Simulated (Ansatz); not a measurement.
Reactions of CH6BFGeS (`BS[CH](F)[GeH3]`).

Isolated molecules relaxed with PBE0-D4/def2-TZVP in Ansatz; ΔE leaves out vibrations. CCSD(T)/CBS adds triple-zeta CCSD(T) − MP2 to the extrapolated MP2 energy (def2 sets, frozen cores). This one scheme is used for every species, atoms too. No spin–orbit coupling; open shells (•) take unrestricted orbitals. Spin–orbit coupling would lower the free atoms: a little for B, C, F, S; clearly for Ge. For Ge outer-core shells are correlated without core-valence functions, so the limit isn't a true one: a few kJ/mol of doubt a bond, and 10 to 20 or more in all where bonds break to atoms. Scalar relativity is left out up to krypton. Each species was taken in one conformer, which may not be the lowest.

```
                                          reaction  CCSD(T)/CBS(def2) (kJ/mol)
`BS[CH](F)[GeH3]` → B• + C• + F• + Ge• + 6 H• + S•                        3562
            `BS[CH](F)[GeH3]` → `FB(S)[CH2][GeH3]`                        -299
              `BS[CH](F)[GeH3]` → `BC[S][GeH2][F]`                        -122
 `BS[CH](F)[GeH3]` + H–F → `F[CH](F)[GeH3]` + `BS`                          26
        `BS[CH](F)[GeH3]` → `B[S][GeH3]` + `[CH]F`                         290
    `BS[CH](F)[GeH3]` + H₂ → `BS[CH2][GeH3]` + H–F                           ?
    `BS[CH](F)[GeH3]` + H₂ → `F[CH2][GeH3]` + `BS`                         -58
  `BS[CH](F)[GeH3]` + SiH₄ → `BSC(F)[SiH3]` + GeH₄                           ?
```

Task: Fill in the missing values. (Estimate.)

Result: The calculation gave: `BS[CH](F)[GeH3]` + H₂ → `BS[CH2][GeH3]` + H–F: -127.8 kJ/mol; `BS[CH](F)[GeH3]` + SiH₄ → `BSC(F)[SiH3]` + GeH₄: -5.7 kJ/mol.

Largest T1 diagnostic: 0.018, for `[CH]F`.
